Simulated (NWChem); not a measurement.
# CH4ClFSi; SMILES C([SiH2]Cl)F

```xyz
8

F      0.8822     1.9673    -0.2767
C     -0.1521     1.4941     0.5224
Si    -0.8334    -0.1467    -0.1625
Cl     0.6108    -1.6354     0.0007
H      0.2112     1.3614     1.5676
H     -0.9756     2.2475     0.5541
H     -1.1904     0.0155    -1.6086
H     -2.0377    -0.5429     0.6443
```
Atoms are numbered in this order, from 1.

Computed with NWChem. Structure relaxed at the PBE-D3(BJ)/def2-SVP level. Static field.

For level PBE/Sadlej pVTZ:

```
Quantity                          Result
--------------------------------  ------
isotropic polarisability (bohr³)    59.0
```

Q: What are these values for level PBE/def2-TZVP?

A: 
| Quantity | Result |
|---|---|
| isotropic polarisability (bohr³) | 52.6 |
